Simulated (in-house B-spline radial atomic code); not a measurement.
Successive ionisation energies of hafnium; each step leads to the configuration of the next row (after the last: bare). Dirac energy differences include first-order Breit, QED and recoil terms. NIST's values go from ground level to ground level; the uncertainty of those that are theory runs from under 0.1 % in few-electron ions to several per cent in heavy many-electron ones. Computed with an all-electron radial atomic-structure program (B-spline basis): Dirac-Hartree-Fock, jj configuration that fills j = l - 1/2 first, finite nuclei.

A number in brackets counts the electrons of a j subshell.

```json
{"ion": "Hf60+", "configuration": "[Ne] 3s2", "ionisation energy (eV)": "6545.0", "tabulated value (eV)": "6545", "computed minus tabulated (eV)": "0", "highest orbital": "3s1/2", "largest mean radius (bohr)": "0.1896"}
{"ion": "Hf61+", "configuration": "[Ne] 3s1", "ionisation energy (eV)": "6673.9", "tabulated value (eV)": "6674", "computed minus tabulated (eV)": "0", "highest orbital": "3s1/2", "largest mean radius (bohr)": "0.18877"}
{"ion": "Hf62+", "configuration": "[He] 2s2 2p6", "ionisation energy (eV)": "14678.5", "tabulated value (eV)": "14678", "computed minus tabulated (eV)": "0", "highest orbital": "2p3/2", "largest mean radius (bohr)": "0.078373"}
{"ion": "Hf63+", "configuration": "[He] 2s2 2p1/2(2) 2p3/2(3)", "ionisation energy (eV)": "?", "tabulated value (eV)": "?", "computed minus tabulated (eV)": "?", "highest orbital": "?", "largest mean radius (bohr)": "?"}
{"ion": "Hf64+", "configuration": "[He] 2s2 2p1/2(2) 2p3/2(2)", "ionisation energy (eV)": "?", "tabulated value (eV)": "?", "computed minus tabulated (eV)": "?", "highest orbital": "?", "largest mean radius (bohr)": "?"}
{"ion": "Hf65+", "configuration": "[He] 2s2 2p1/2(2) 2p3/2(1)", "ionisation energy (eV)": "?", "tabulated value (eV)": "?", "computed minus tabulated (eV)": "?", "highest orbital": "?", "largest mean radius (bohr)": "?"}
{"ion": "Hf66+", "configuration": "[He] 2s2 2p1/2(2)", "ionisation energy (eV)": "17280.2", "tabulated value (eV)": "17280", "computed minus tabulated (eV)": "0", "highest orbital": "2p1/2", "largest mean radius (bohr)": "0.077039"}
{"ion": "Hf67+", "configuration": "[He] 2s2 2p1/2(1)", "ionisation energy (eV)": "17676.9", "tabulated value (eV)": "17680", "computed minus tabulated (eV)": "-3", "highest orbital": "2p1/2", "largest mean radius (bohr)": "0.076667"}
{"ion": "Hf68+", "configuration": "[He] 2s2", "ionisation energy (eV)": "18175.6", "tabulated value (eV)": "18180", "computed minus tabulated (eV)": "-4", "highest orbital": "2s1/2", "largest mean radius (bohr)": "0.076297"}
{"ion": "Hf69+", "configuration": "[He] 2s1", "ionisation energy (eV)": "18501.8", "tabulated value (eV)": "18502.32", "computed minus tabulated (eV)": "-1", "highest orbital": "2s1/2", "largest mean radius (bohr)": "0.075962"}
{"ion": "Hf70+", "configuration": "1s2", "ionisation energy (eV)": "74561.3", "tabulated value (eV)": "74565.91", "computed minus tabulated (eV)": "-5", "highest orbital": "1s1/2", "largest mean radius (bohr)": "0.018882"}
{"ion": "Hf71+", "configuration": "1s1", "ionisation energy (eV)": "76077.3", "tabulated value (eV)": "76077.7", "computed minus tabulated (eV)": "0", "highest orbital": "1s1/2", "largest mean radius (bohr)": "0.018769"}
```

(1) Fill in the row of Hf63+.

(2) Fill in the row of Hf64+.

(3) Fill in the row of Hf65+.

(4) Where is the largest jump?

## Answers

(1) ionisation energy (eV): 15008.6; tabulated value (eV): 14999; computed minus tabulated (eV): 10; highest orbital: 2p3/2; largest mean radius (bohr): 0.078037.

(2) ionisation energy (eV): 15342.0; tabulated value (eV): 15351; computed minus tabulated (eV): -9; highest orbital: 2p3/2; largest mean radius (bohr): 0.077702.

(3) ionisation energy (eV): 15678.6; tabulated value (eV): 15680; computed minus tabulated (eV): -1; highest orbital: 2p3/2; largest mean radius (bohr): 0.07737.

(4) From Hf69+ to Hf70+, by a factor of 4.03 (18502 to 74561 eV); the highest orbital goes from 2s1/2 to 1s1/2.
